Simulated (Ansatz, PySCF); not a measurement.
Bond stretch in SMILES [F][GeH3], singlet. The Ge1–F5 bond (Ge1 also carries H, H, H; F5 carries nothing else) is pulled apart rigidly from the PBE0/def2-TZVP optimised geometry.

Levels: UKS-B3LYP/6-31G* = unrestricted B3LYP/6-31G*, spherical d run with PySCF; UKS-B3LYP = Ansatz (an electronic-structure program) with unrestricted B3LYP/cc-pVTZ; UCCSD(T) = CCSD(T) on UHF/cc-pVTZ, cores with 3d frozen (Ansatz).

Energies are in mEh, each relative to the lowest point of its own curve near equilibrium.

```csv
R / Å,UKS-B3LYP/6-31G*,UKS-B3LYP,UCCSD(T)
1.40,125.9,122.8,122.4
1.47,69.6,67.3,66.2
1.57,23.8,22.6,21.4
1.64,7.9,7.3,…
1.70,1.5,…,…
1.74,0.0,0.0,0.0
1.81,1.4,1.5,…
1.85,4.0,4.0,…
1.91,9.7,9.4,…
2.02,23.8,22.7,26.1
2.15,43.5,41.2,46.1
2.36,76.4,72.2,79.4
2.59,109.2,103.4,116.2
2.88,141.2,135.5,153.3
3.16,159.7,155.2,178.9
3.51,173.6,170.1,194.4
3.82,181.2,178.4,198.8
4.27,187.5,185.6,200.6
4.77,191.1,190.0,201.2
5.26,192.9,192.3,201.3
6.19,194.3,194.4,201.4
```

Complete the blanks.


- 1.64, UCCSD(T): 6.5
- 1.70, UKS-B3LYP: 1.3
- 1.70, UCCSD(T): 1.0
- 1.81, UCCSD(T): 2.2
- 1.85, UCCSD(T): 5.2
- 1.91, UCCSD(T): 11.4

The unrestricted determinant behind UKS-B3LYP/6-31G* is spin-contaminated at 2.88 to 6.19 Å (<S²> up to 0.9, against 0.00 for a pure singlet). The unrestricted determinant behind UKS-B3LYP is spin-contaminated at 2.88 to 6.19 Å (<S²> up to 0.8, against 0.00 for a pure singlet). The unrestricted determinant behind UCCSD(T) is spin-contaminated at 2.59 to 6.19 Å (<S²> up to 1.0, against 0.00 for a pure singlet).
